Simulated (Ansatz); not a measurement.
Bi₂F₆, 8 atoms. Hardware: 4 threads of Arm Neoverse V1 on a shared host.

In the def2 sets Bi takes a core potential; there is no spin–orbit coupling. Correlated methods freeze 14 core orbitals; core or outer-core shells of Bi are correlated, in sets that lack core-valence functions.

Q: How many basis functions does each of these Ansatz runs have, and roughly what does it cost? PBE0-D4/def2-SVP, charge 0 singlet, energy, from earlier orbitals; PBE-QIDH/def2-TZVP, charge 0 singlet, energy, from earlier orbitals; B2PLYP/def2-TZVP, charge 0 singlet, energy, from earlier orbitals; ωB97M-V/def2-TZVP, charge 0 singlet, energy, from earlier orbitals; PBE0-D4/def2-TZVP, charge 0 singlet, energy, from earlier orbitals; CCSD(T)/def2-SVP, charge 0 singlet, energy, from earlier orbitals; PBE-D4/def2-SVP, charge 0 singlet, energy, from earlier orbitals; MP2/def2-TZVP, charge 0 singlet, energy, from earlier orbitals; PBE-D4/def2-SVP, charge 0 singlet, relaxation, 11 steps; r2SCAN-D4/def2-TZVP, charge 0 singlet, energy, from earlier orbitals; PBE-D4/def2-TZVP, charge 0 singlet, energy and forces, from earlier orbitals.

A: Other jobs shared the machine, so times can vary by a factor of up to 3. A dash marks memory too small to be measured apart from the calling script's.

```
                                                                         run  functions  fitting or Cholesky vectors  wall time  peak host memory (GiB)
            PBE-D4/def2-SVP, charge 0 singlet, energy, from earlier orbitals        136                         1440      1.6 s                       –
           PBE0-D4/def2-SVP, charge 0 singlet, energy, from earlier orbitals        136                         1423      2.5 s                       –
PBE-D4/def2-TZVP, charge 0 singlet, energy and forces, from earlier orbitals        286                         1656      4.7 s                       –
        r2SCAN-D4/def2-TZVP, charge 0 singlet, energy, from earlier orbitals        286                         1656      8.5 s                       –
          PBE0-D4/def2-TZVP, charge 0 singlet, energy, from earlier orbitals        286                         1746       10 s                     1.1
              MP2/def2-TZVP, charge 0 singlet, energy, from earlier orbitals        286                         2180       12 s                    0.98
                     PBE-D4/def2-SVP, charge 0 singlet, relaxation, 11 steps        136                         1440       14 s                       –
           B2PLYP/def2-TZVP, charge 0 singlet, energy, from earlier orbitals        286                         2180       15 s                       1
         PBE-QIDH/def2-TZVP, charge 0 singlet, energy, from earlier orbitals        286                         2180       15 s                       1
          ωB97M-V/def2-TZVP, charge 0 singlet, energy, from earlier orbitals        286                         1724       20 s                     1.4
           CCSD(T)/def2-SVP, charge 0 singlet, energy, from earlier orbitals        136                         1423       73 s                     1.3
```
